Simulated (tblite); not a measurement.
Compound: C7H7NOSi.
Geometry (GFN2-xTB, Å), atoms numbered from 1 in this order:
```
atom  x, y, z in Å
C1     2.6291   -0.1424   -1.3879
C2     1.7864   -0.3601   -0.5652
C3     0.7278   -0.6397    0.3668
C4    -0.1563   -1.8458    0.0102
O5     0.1658   -2.9042   -0.4462
Si6   -1.8005   -0.9261    0.4687
C7    -0.4031    0.4376    0.4791
C8    -0.4568    1.3837   -0.7213
C9    -0.2898    1.1881    1.6885
N10   -0.2090    1.7616    2.6770
H11    3.3866    0.0489   -2.0873
H12    1.1615   -0.8369    1.3554
H13   -2.8049   -0.7387   -0.5689
H14   -2.3364   -1.2670    1.7793
H15    0.4435    1.9950   -0.7697
H16   -0.5318    0.8152   -1.6465
H17   -1.3192    2.0429   -0.6422
```

All values are computed: GFN2-xTB (tblite) harmonic vibrations without scaling, gas phase. This tight-binding method is rough: wavenumbers can miss measured ones by several per cent, in bad cases by 10 to 20. Modes of hydrogen on silicon can be 10 to 20 % off. One conformer, not necessarily the lowest.

Harmonic wavenumbers (cm⁻¹): 28.5, 93.2, 128.2, 134.9, 170.9, 217.9, 235.8, 282.7, 291.3, 342.4, 399.6, 411.4, 426.7, 455.3, 473.8, 533.3, 567.4, 606.3, 623.9, 639.5, 684.0, 730.2, 747.6, 859.6, 906.0, 967.7, 1051.8, 1088.4, 1099.9, 1144.5, 1177.1, 1247.9, 1410.6, 1486.5, 1495.9, 1798.5, 2277.9, 2332.1, 2335.7, 2384.4, 2902.4, 3019.1, 3026.1, 3033.5, 3401.0.

A = 1405, B = 1116, C = 784.9 MHz; mass 149.030 u (most abundant isotopes); point group C1, symmetry number 1.

Question: Zero-point energy?

Answer: Half the sum of the wavenumbers: 24836 cm⁻¹ = 297.10 kJ/mol.

Question: Entropy at 298.15 K, 1 bar (ideal gas, RRHO, classical rotation)?

Answer: Translation 171.27, rotation 125.30, vibration 142.34: S = 438.9 J/(mol K).

Question: And Cp and H(298.15 K) − H(0)?

Answer: Cp = 184.41 J/(mol K), of which vibrations give 151.15 (their classical limit is 45 R = 374.2); H(298.15 K) − H(0) = 32.80 kJ/mol without the zero-point energy, 22.88 from vibrations.

Question: How do the functions run with temperature in this model?

Answer: 
```tsv
T (K)	S (J/(mol K))	Cp (J/(mol K))	H − H(0) (kJ/mol)	G − H(0) (kJ/mol)	ln q(vib)
100	298.7	83.8	5.56	-24.31	1.94
200	374.4	139.7	16.81	-58.08	4.86
300	440.0	185.2	33.14	-98.87	7.94
500	550.6	247.7	76.95	-198.34	13.97
800	680.1	302.5	160.24	-383.80	22.08
1000	750.2	326.1	223.23	-527.00	26.87
```

q(vib) and H(0) count from the zero-point level.

Question: What must be added to the electronic energy to get the Gibbs energy at 298.15 K and 1 bar?

Answer: ZPE + [H(298.15 K) − H(0)] − T·S = 297.10 + 32.80 − 130.86 = 199.04 kJ/mol.

Question: Blend soft modes into free rotors: weight 1/[1 + (100 cm⁻¹/ν̃)⁴] for the oscillator and the rest for a rotor with moment μB/(μ + B), μ = h/(8π²ν), B = 10⁻⁴⁴ kg m². What vibrational entropy results?

Answer: 132.51 J/(mol K) in place of 142.34, which changes −T·S at 298.15 K by +2.93 kJ/mol.

Hindered rotation and anharmonicity are outside this model. Other conformers, if any are populated, would add a mixing term that is left out. The structure is chiral; the term R ln 2 for an equal mix with its mirror image is left out.
